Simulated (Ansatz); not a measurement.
System: C₂H₃I, charge 0, singlet. C2H3I (iodoethene, SMILES C=CI).
B3LYP-D3(BJ)/def2-TZVP minimum from Ansatz (a first-principles code):
```
C
C 1 1.3202
H 1 1.0803 2 123.79
H 2 1.0815 1 122.88 3 180.00
H 2 1.0844 4 117.48 1 180.00
I 1 2.1006 3 112.44 2 180.00
```
Charge 0, spin multiplicity 1.

Total energies in def2-SVP, 18 correlated electrons, 11 frozen orbitals. Open shells are spin-unrestricted; no spin-orbit coupling. Correlated methods leave the cores frozen (noble-gas shells, and filled d and f shells in the p block). Past Kr the def2 sets carry scalar-relativistic core potentials. Spin-orbit terms, left out, reach several kcal/mol for Br and I, and more for heavier atoms.

```
method    program  energy (Eh)  minus CCSDT(Q) (mEh)
--------  -------  -----------  --------------------
HF         Ansatz   -374.04153                413.83
MP2        Ansatz   -374.40823                 47.13
CCSD       Ansatz   -374.43999                 15.37
CCSD(T)    Ansatz   -374.45372                  1.64
CCSDT(Q)   Ansatz   -374.45536                  0.00
```

Rough core times of Ansatz's runs on a shared machine: CCSD(T) under 20 s, CCSDT(Q) 80 s.
